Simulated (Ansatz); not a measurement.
Compare A (`C[SiH](F)CCl`) with its isomer B (`FC([SiH3])CCl`).

Gas-phase electronic energies from Ansatz, PBE0-D4/def2-TZVP geometries. CBS: MP2 limit from def2 TZ/QZ plus the TZ coupled-cluster correction, frozen cores. DFT in def2-TZVPP. B3LYP here is the variant with VWN-RPA as its local correlation; programs differ in this. Each species was taken in one conformer, which may not be the lowest.

Task: Which isomer does CCSD(T)/CBS put lower? Give the gap. (Estimate.)

Result: The calculation gave: A, by 285.0 kJ/mol.

Task: Give E(B) − E(A) in kJ/mol with HF/def2-TZVPP, CCSD(T)/def2-TZVPP, MP2/def2-TZVPP, PBE-D4, B2PLYP, r2SCAN-D4, B3LYP-D4. (An estimate is asked.)

Result: Ansatz gave: HF/def2-TZVPP 280.7, CCSD(T)/def2-TZVPP 279.4, MP2/def2-TZVPP 292.7, PBE-D4 264.3, B2PLYP 281.3, r2SCAN-D4 279.9, B3LYP-D4 274.6. None reverses the order clearly.

Largest T1 diagnostic: 0.011.

From PBE to PBE0 (25 % exact exchange), in def2-TZVPP and without D4, E(B) − E(A) moves by +8.7 kJ/mol.
